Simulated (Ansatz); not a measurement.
Zn₉H₂₆Se₉⁻. The state is a doublet with charge -1. Geometry PBE-D4/def2-SVP, that of the neutral singlet; atoms count from 1.

```
atom   x (Å)   y (Å)   z (Å)
 Se1  -2.830  -1.378   1.835
 Zn2  -0.719  -1.112   3.115
 Se3   0.581  -3.818   1.030
 Zn4  -0.068   1.411   2.645
 Se5   0.650  -0.388   0.994
 Zn6   2.480   1.240   1.942
 Zn7   2.217  -3.478  -0.932
 Se8   3.689  -1.533  -0.103
 Se9   2.560   2.587  -0.142
Zn10  -2.418  -3.055  -0.017
Zn11  -3.726   1.940  -0.225
Se12  -1.621   2.712   1.009
Se13  -2.959  -0.158  -1.317
Zn14  -0.511   0.185  -1.011
Se15   0.576  -1.945  -2.335
Zn16  -1.080   3.879  -1.204
Se17   0.138   2.109  -2.454
Zn18   3.145   1.036  -2.056
 H19  -3.678  -2.261   2.672
 H20  -4.453   0.724   1.557
 H21   0.023  -2.124   4.055
 H22   1.578  -4.536   1.912
 H23   0.192  -5.138   0.446
 H24  -1.007   0.605   3.720
 H25   1.291   2.295   2.879
 H26   3.635   0.535   2.733
 H27   2.829  -4.694  -1.703
 H28   4.506  -2.381   0.846
 H29   4.674  -1.847  -1.184
 H30   0.907   4.667  -0.426
 H31   3.866   3.290  -0.095
 H32  -3.500  -4.170  -0.242
 H33  -0.941  -2.700  -0.619
 H34  -4.943   1.328   1.437
 H35  -4.827   2.972  -0.616
 H36  -2.220   3.881   1.705
 H37  -3.008   0.439  -2.685
 H38  -0.365  -2.910  -2.998
 H39   1.315  -1.676  -3.614
 H40   0.420   5.272  -0.551
 H41  -1.951   5.079  -1.685
 H42  -0.971   1.922  -3.437
 H43   2.291  -0.334  -1.802
 H44   4.234   1.525  -3.076
```

Single mean-field runs in def2-TZVP are fitted with def2-universal-jkfit. The highest occupied level of the charge -1 doublet lies above zero (up to 0.38 eV). By energy differences its removal costs 0.65 eV (vertical, to the charge 0 singlet, at PBE0-D4/def2-TZVP); self-interaction error and the lack of diffuse functions both raise the level. In the doublet geometry the species has come apart into loosely held pieces.

Question: Estimate the Mulliken populations of the heavy atoms from the PBE0/def2-TZVP orbitals of Ansatz.

Answer: 
```csv
atom,charge (e),spin (α − β),d electrons
Se1,-0.38,0.00,–
Zn2,0.07,0.05,10.05
Se3,-0.16,0.06,–
Zn4,0.22,0.04,10.08
Se5,-0.36,0.01,–
Zn6,0.07,0.05,10.05
Zn7,0.21,0.01,10.05
Se8,-0.16,0.06,–
Se9,-0.38,0.00,–
Zn10,0.05,0.01,10.04
Zn11,0.13,0.02,10.07
Se12,-0.28,0.06,–
Se13,-0.32,0.02,–
Zn14,0.52,0.26,10.15
Se15,-0.22,0.01,–
Zn16,0.13,0.02,10.07
Se17,-0.32,0.02,–
Zn18,0.05,0.01,10.04
```
Mulliken values and Mayer orders depend strongly on the basis.

Question: Where does the spin sit?

Answer: Summed by element: Se 0.21, Zn 0.47, H 0.31, of 1 unpaired in all. Largest on single atoms: Zn14 0.26, H36 0.06, H29 0.06.

Question: And the Mayer bond orders between bonded heavy atoms (over 0.3)?

Answer: Se1–Zn2 0.63 (2.48 Å); Se1–Zn10 0.58 (2.53 Å); Zn2–Se5 0.46 (2.63 Å); Se3–Zn7 0.55 (2.58 Å); Zn4–Se5 0.46 (2.54 Å); Zn4–Se12 0.46 (2.60 Å); Se5–Zn6 0.46 (2.63 Å); Se5–Zn14 0.65 (2.39 Å); Zn6–Se9 0.64 (2.48 Å); Zn7–Se8 0.55 (2.58 Å); Zn7–Se15 0.43 (2.65 Å); Se9–Zn18 0.58 (2.53 Å); Zn11–Se12 0.58 (2.56 Å); Zn11–Se13 0.76 (2.49 Å); Se12–Zn16 0.58 (2.56 Å); Se13–Zn14 0.42 (2.49 Å); Zn14–Se17 0.42 (2.49 Å); Zn16–Se17 0.76 (2.49 Å).
